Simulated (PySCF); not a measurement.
**Two-component Hartree-Fock for Mo(38+) (molybdenum, charge +38)**

Start: [He] 2s2. Calculated with PySCF 2.14 in an even-tempered Gaussian basis (17 s from 17 bohr⁻², ratio 2.4; 12 p from 23 bohr⁻², ratio 2.4; 5 d from 72 bohr⁻², ratio 2.6; 4 f from 110 bohr⁻², ratio 2.6): generalised Hartree-Fock with the X2C-1e Hamiltonian and a Gaussian nucleus; one run each with spin-orbit coupling (SO) switched off, then screened by Boettger's factors.

```
spinor shell  electrons  ε, spin-free (eV)  ε, screened SO (eV)  weight of nominal j (screened SO)  rms radius, screened SO (bohr)
       1s1/2          2           -23384.5             -23384.5                              1.000                          0.0401
       2s1/2          2            -5544.7              -5544.7                              1.000                           0.155
```

```
   quantity    spin-free  screened SO
E (hartree)  -2193.69869  -2193.69869
        M_J            0            0
       ⟨J²⟩        0.000        0.000
       ⟨L²⟩        0.000        0.000
       ⟨S²⟩        0.000        0.000
```

Breit and QED terms are absent; they matter most for the inner s and p1/2 levels.

Densities and radii are taken from the X2C orbitals without a picture-change correction, which distorts them close to the nucleus.

Without spin-orbit coupling the j labels of p, d and f shells carry no meaning; the spin-free column gives the mean over the occupied spinors of each nl shell.
